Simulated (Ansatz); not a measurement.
# Molecular dynamics of CH₅GaO

Input file:

```yaml
crystal:
  periodic: [false, false, false]
  atoms:
    - { symbol: Ga, position_ang: [-0.124596, 0.015206, -0.034877] }
    - { symbol: C, position_ang: [0.048216, -0.02177, 1.935693] }
    - { symbol: H, position_ang: [-0.761031, -0.628987, 2.373253] }
    - { symbol: H, position_ang: [1.014266, -0.43379, 2.264439] }
    - { symbol: H, position_ang: [-0.052916, 0.999414, 2.338804] }
    - { symbol: O, position_ang: [1.238662, -0.530199, -1.075507] }
    - { symbol: H, position_ang: [2.027623, -0.832059, -0.607757] }
    - { symbol: H, position_ang: [-1.349726, 0.480285, -0.892448] }
basis:
  gaussian: { orbitals: def2-SVP }
hamiltonian:
  xc: b3lyp
md:
  timestep: 4.0
  n_steps: 40
  ensemble: nvt_langevin
  temperature: 100.0
  initial_velocities: maxwell_boltzmann
  seed: 140895
  friction: 0.005
```

Launched with:

```bash
$ ansatz run input.yaml --threads 1 --pin off --max-ram 2048MiB --backend cpu --events-out ev --progress --plain --runs-dir out
```

It starts from a relaxed structure.

Output, in part (step lines, the closing report, with atoms numbered from 0):

```
md step     0: t =     0.00 fs  T =    87.5 K  F+E_penalty+E_count = -55536.55693235 eV  E_kin = 0.090482 eV  (25 SCF iters)
md step     1: t =     4.00 fs  T =    95.6 K  F+E_penalty+E_count = -55536.45275927 eV  E_kin = 0.098862 eV  (26 SCF iters)
md step     2: t =     8.00 fs  T =   619.8 K  F+E_penalty+E_count = -55535.44255820 eV  E_kin = 0.640921 eV  (30 SCF iters)
md step     3: t =    12.00 fs  T = 244875.3 K  F+E_penalty+E_count = -55517.91483271 eV  E_kin = 253.220641 eV  (34 SCF iters)
md step     4: t =    16.00 fs  T = 996404.7 K  F+E_penalty+E_count = -55517.27138711 eV  E_kin = 1030.362133 eV  (73 SCF iters)
md step     5: t =    20.00 fs  T = 968162.6 K  F+E_penalty+E_count = -55512.18837065 eV  E_kin = 1001.157599 eV  (109 SCF iters)
md step     6: t =    24.00 fs  T = 930043.7 K  F+E_penalty+E_count = -55514.26920862 eV  E_kin = 961.739535 eV  (130 SCF iters)
md step     7: t =    28.00 fs  T = 238993943.0 K  F+E_penalty+E_count = -55178.90467040 eV  E_kin = 247138.854502 eV  (1513 SCF iters)
md step     8: t =    32.00 fs  T = 913768672.4 K  F+E_penalty+E_count = -55500.59826448 eV  E_kin = 944909.900952 eV  (2129 SCF iters)
md step     9: t =    36.00 fs  T = 877977917.5 K  F+E_penalty+E_count = -55499.47135477 eV  E_kin = 907899.397464 eV  (1133 SCF iters)
md step    10: t =    40.00 fs  T = 843560523.5 K  F+E_penalty+E_count = -55498.74142707 eV  E_kin = 872309.058904 eV  (795 SCF iters)
md step    11: t =    44.00 fs  T = 810441659.3 K  F+E_penalty+E_count = -55498.44537912 eV  E_kin = 838061.504087 eV  (642 SCF iters)
md step    12: t =    48.00 fs  T = 778674698.3 K  F+E_penalty+E_count = -55498.32413448 eV  E_kin = 805211.925404 eV  (732 SCF iters)
md step    13: t =    52.00 fs  T = 748112431.7 K  F+E_penalty+E_count = -55498.25452486 eV  E_kin = 773608.096961 eV  (979 SCF iters)
md step    14: t =    56.00 fs  T = 718769872.1 K  F+E_penalty+E_count = -55498.20554144 eV  E_kin = 743265.543198 eV  (872 SCF iters)
md step    15: t =    60.00 fs  T = 690577713.6 K  F+E_penalty+E_count = -55498.16847525 eV  E_kin = 714112.596157 eV  (876 SCF iters)
md step    16: t =    64.00 fs  T = 663526012.7 K  F+E_penalty+E_count = -55498.13894865 eV  E_kin = 686138.973585 eV  (797 SCF iters)
md step    17: t =    68.00 fs  T = 637518419.1 K  F+E_penalty+E_count = -55498.11469555 eV  E_kin = 659245.041391 eV  (810 SCF iters)
md step    18: t =    72.00 fs  T = 612534577.0 K  F+E_penalty+E_count = -55498.09433932 eV  E_kin = 633409.750144 eV  (735 SCF iters)
md step    19: t =    76.00 fs  T = 588498421.4 K  F+E_penalty+E_count = -55498.07695321 eV  E_kin = 608554.442532 eV  (809 SCF iters)
md step    20: t =    80.00 fs  T = 565431196.3 K  F+E_penalty+E_count = -55498.06190160 eV  E_kin = 584701.086691 eV  (685 SCF iters)
md step    21: t =    84.00 fs  T = 543254375.2 K  F+E_penalty+E_count = -55498.04872868 eV  E_kin = 561768.479630 eV  (881 SCF iters)
md step    22: t =    88.00 fs  T = 521921236.1 K  F+E_penalty+E_count = -55498.03709560 eV  E_kin = 539708.307412 eV  (632 SCF iters)
md step    23: t =    92.00 fs  T = 501471958.6 K  F+E_penalty+E_count = -55498.02673662 eV  E_kin = 518562.118648 eV  (631 SCF iters)
md step    24: t =    96.00 fs  T = 481834001.7 K  F+E_penalty+E_count = -55498.01742472 eV  E_kin = 498254.900392 eV  (627 SCF iters)
md step    25: t =   100.00 fs  T = 462952705.0 K  F+E_penalty+E_count = -55498.00899443 eV  E_kin = 478730.129271 eV  (616 SCF iters)
md step    26: t =   104.00 fs  T = 444803650.9 K  F+E_penalty+E_count = -55498.00134909 eV  E_kin = 459962.555531 eV  (784 SCF iters)
md step    27: t =   108.00 fs  T = 427385026.3 K  F+E_penalty+E_count = -55497.99436933 eV  E_kin = 441950.304360 eV  (655 SCF iters)
md step    28: t =   112.00 fs  T = 410630781.3 K  F+E_penalty+E_count = -55497.98794755 eV  E_kin = 424625.074855 eV  (694 SCF iters)
md step    29: t =   116.00 fs  T = 394537362.6 K  F+E_penalty+E_count = -55497.98203997 eV  E_kin = 407983.192506 eV  (875 SCF iters)
md step    30: t =   120.00 fs  T = 379079714.0 K  F+E_penalty+E_count = -55497.97658134 eV  E_kin = 391998.747450 eV  (865 SCF iters)
md step    31: t =   124.00 fs  T = 364219158.6 K  F+E_penalty+E_count = -55497.97151293 eV  E_kin = 376631.744410 eV  (765 SCF iters)
md step    32: t =   128.00 fs  T = 349967301.6 K  F+E_penalty+E_count = -55497.96681405 eV  E_kin = 361894.184247 eV  (769 SCF iters)
md step    33: t =   132.00 fs  T = 336233778.7 K  F+E_penalty+E_count = -55497.96243101 eV  E_kin = 347692.623022 eV  (934 SCF iters)
md step    34: t =   136.00 fs  T = 323068725.1 K  F+E_penalty+E_count = -55497.95833191 eV  E_kin = 334078.904516 eV  (777 SCF iters)
md step    35: t =   140.00 fs  T = 310408315.6 K  F+E_penalty+E_count = -55497.95450762 eV  E_kin = 320987.028346 eV  (779 SCF iters)
md step    36: t =   144.00 fs  T = 298241009.1 K  F+E_penalty+E_count = -55497.95093342 eV  E_kin = 308405.060179 eV  (698 SCF iters)
md step    37: t =   148.00 fs  T = 286552457.5 K  F+E_penalty+E_count = -55497.94758283 eV  E_kin = 296318.162834 eV  (778 SCF iters)
md step    38: t =   152.00 fs  T = 275315277.8 K  F+E_penalty+E_count = -55497.94443148 eV  E_kin = 284698.020084 eV  (776 SCF iters)
md step    39: t =   156.00 fs  T = 264517733.2 K  F+E_penalty+E_count = -55497.94146521 eV  E_kin = 273532.495238 eV  (709 SCF iters)
md step    40: t =   160.00 fs  T = 254143084.3 K  F+E_penalty+E_count = -55497.93867484 eV  E_kin = 262804.278463 eV  (2075 SCF iters)
Total energy: -55497.93972685 eV, -2039.5116671072 hartree
Atom 0 at    -0.266545    -0.023884    -0.600398 Å, force    -0.001572    -0.000472    -0.000046 eV/Å
Atom 1 at  -972.290481   355.955715   269.836716 Å, force    -0.000000     0.000000    -0.000000 eV/Å
Atom 2 at   -25.691316   -18.341787    17.295371 Å, force     0.000767     0.000565    -0.000560 eV/Å
Atom 3 at    42.512863   -17.960709    27.628983 Å, force    -0.000147     0.000518    -0.000990 eV/Å
Atom 4 at 11576.039108 -4210.160497 -3207.296492 Å, force    -0.000000     0.000000     0.000000 eV/Å
Atom 5 at   -26.775313     3.322221   -13.769044 Å, force     0.001328    -0.000184     0.000696 eV/Å
Atom 6 at   406.763987   -58.056851   204.965794 Å, force    -0.000001     0.000000    -0.000001 eV/Å
Atom 7 at    43.319699    -2.730218    -2.366656 Å, force    -0.000374    -0.000427     0.000901 eV/Å
Dipole moment:  -896.338336   321.772668   222.671086 e Å
```

The run went to its last step. The temperature shot up to 9.1e+08 K, far beyond the bath's, so the integration failed: the time step of 4 fs is too long for the fastest motions that this run met, and the later frames carry no physical meaning.

Parted: Ga1–C2 1.98 → 1069.90 Å, Ga1–O6 1.80 → 29.79 Å, Ga1–H8 1.57 → 43.71 Å, C2–H3 1.10 → 1048.77 Å, C2–H4 1.10 → 1108.29 Å, C2–H5 1.10 → 13798.57 Å. It ends as C + Ga + H + H + H + H + H + O. Pairs count as bonded within 1.25 times the sum of covalent radii (0.12 Å more for H–H).

Last frame:

```xyz
8
Properties=species:S:1:pos:R:3
Ga -0.267 -0.024 -0.600
C -972.290 355.956 269.837
H -25.691 -18.342 17.295
H 42.513 -17.961 27.629
H 11576.039 -4210.160 -3207.296
O -26.775 3.322 -13.769
H 406.764 -58.057 204.966
H 43.320 -2.730 -2.367
```

Time of the run: 23 min on 1 thread of Arm Neoverse V1, on a shared host, peak memory 0.2 GiB.
